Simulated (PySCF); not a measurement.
Molecule: SMILES FP(F)P([SiH3])[SiH3], F₂H₆P₂Si₂.

Atom-mapped SMILES (the numbers label the heavy atoms): `[F:1][P:2]([F:3])[P:4]([SiH3:5])[SiH3:6]` (H(Xn): hydrogen on atom n).

Geometry PBE0-D3(BJ)/def2-SVP throughout; GIAO in PySCF, gas phase, one conformer, non-relativistic; equivalent atoms averaged; basis pcSseg-1.

For orientation, BP86 gives these shifts δ (against CFCl3, H3PO4, TMS at the same level): F1/F3 -99.8, P2 342.1, P4 -200.4, Si5/Si6 -79.6, H(Si5)/H(Si6) 4.12 ppm.

A run gave: F1/F3 -99.1, P2 351.7, P4 -187.7, Si5/Si6 -79.3, H(Si5)/H(Si6) 4.00 ppm (shifts δ (against CFCl3, H3PO4, TMS at the same level)).

**Question.** Which functional was used in that run?
A. HF
B. BLYP
C. OPBE
D. PBE
E. LDA

**Answer.** B. P4 tells them apart best: BLYP gives -187.7, HF gives -224.9, OPBE gives -216.4, PBE gives -206.3, LDA gives -206.9 ppm.
